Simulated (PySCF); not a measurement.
Two species compared at the same levels of theory.

First species: CH5BrOSi.
SMILES: `CO[SiH2]Br`

Second species: C6H10O.
Bonds: C1–C2 (double), C2–C3, C3–O4 (double), C3–C5, C5–C6, C5–C7. Hydrogens: H8, H9 on C1; H10 on C2; H11 on C5; H12, H13, H14 on C6; H15, H16, H17 on C7.

Levels: B3LYP/def2-SVPD for dipole moment, HOMO energy, LUMO energy, HOMO–LUMO gap, static isotropic polarisability and electronic spatial extent ⟨r²⟩ about the centre of nuclear charge; TDDFT B3LYP/def2-SVPD for lowest singlet excitation; TDA B3LYP/def2-SVPD for lowest triplet excitation (Tamm–Dancoff); ΔSCF B3LYP/def2-SVPD for vertical ionisation energy; PBE0-D3(BJ)/def2-SVP for rotational constant A and rotational constant C. Geometries: PBE0-D3(BJ)/def2-SVP. Each species is one conformer at its optimised geometry, gas phase, non-relativistic unless stated; the electronic structure was computed with PySCF and density fitting.

Dipoles, sizes and rotational constants follow the conformer. The torsions of the flexible species, by atom-mapped SMILES:
- `[CH3:1][O:2][SiH2:3][Br:4]`: C1–O2–Si3–Br4 179°
- `[CH2:1]=[CH:2][C:3](=[O:4])[CH:5]([CH3:6])[CH3:7]`: C1–C2–C3–O4 -2°, C2–C3–C5–C6 -71°

Values for the first species:

```
Dipole moment                                                     : 2.39 D
HOMO energy                                                       : -8.09 eV
LUMO energy                                                       : -0.45 eV
HOMO–LUMO gap                                                     : 7.64 eV
Lowest singlet excitation                                         : 6.59 eV
Lowest triplet excitation (Tamm–Dancoff)                          : 6.24 eV
Static isotropic polarisability                                   : 65.8 au
Vertical ionisation energy                                        : 10.28 eV
Electronic spatial extent ⟨r²⟩ about the centre of nuclear charge : 866 bohr²
Rotational constant A                                             : 14.651 GHz
Rotational constant C                                             : 1.287 GHz
```

(1) Estimate the same properties for the second species, and the change in each.

## Answers

(1) 
```json
{"property": "dipole moment", "first": "2.39 D", "second": "2.74 D", "second less first": "+0.35 D"}
{"property": "HOMO energy", "first": "-8.09 eV", "second": "-7.04 eV", "second less first": "+1.05 eV"}
{"property": "LUMO energy", "first": "-0.45 eV", "second": "-1.94 eV", "second less first": "-1.49 eV"}
{"property": "HOMO–LUMO gap", "first": "7.64 eV", "second": "5.10 eV", "second less first": "-2.54 eV"}
{"property": "lowest singlet excitation", "first": "6.59 eV", "second": "3.58 eV", "second less first": "-3.01 eV"}
{"property": "lowest triplet excitation (Tamm–Dancoff)", "first": "6.24 eV", "second": "3.15 eV", "second less first": "-3.09 eV"}
{"property": "static isotropic polarisability", "first": "65.8 au", "second": "78.0 au", "second less first": "+12.2 au"}
{"property": "vertical ionisation energy", "first": "10.28 eV", "second": "9.28 eV", "second less first": "-1.00 eV"}
{"property": "electronic spatial extent ⟨r²⟩ about the centre of nuclear charge", "first": "866 bohr²", "second": "889 bohr²", "second less first": "+23 bohr²"}
{"property": "rotational constant A", "first": "14.651 GHz", "second": "4.708 GHz", "second less first": "-9.943 GHz"}
{"property": "rotational constant C", "first": "1.287 GHz", "second": "1.456 GHz", "second less first": "+0.169 GHz"}
```

On the first: The ΔSCF ionisation energy exceeds −ε(HOMO) by 2.19 eV with B3LYP. The dipole matches unit charges of opposite sign 0.50 Å apart (1 e·Å = 4.8032 D). The calculation is non-relativistic and has no spin–orbit coupling, an omission that weighs most on bromine.

On the second: The dipole matches unit charges of opposite sign 0.57 Å apart (1 e·Å = 4.8032 D). The polarisability is 11.55 Å³ as a volume (1 au = 0.148185 Å³), or 1.44 au for each of the 54 electrons.
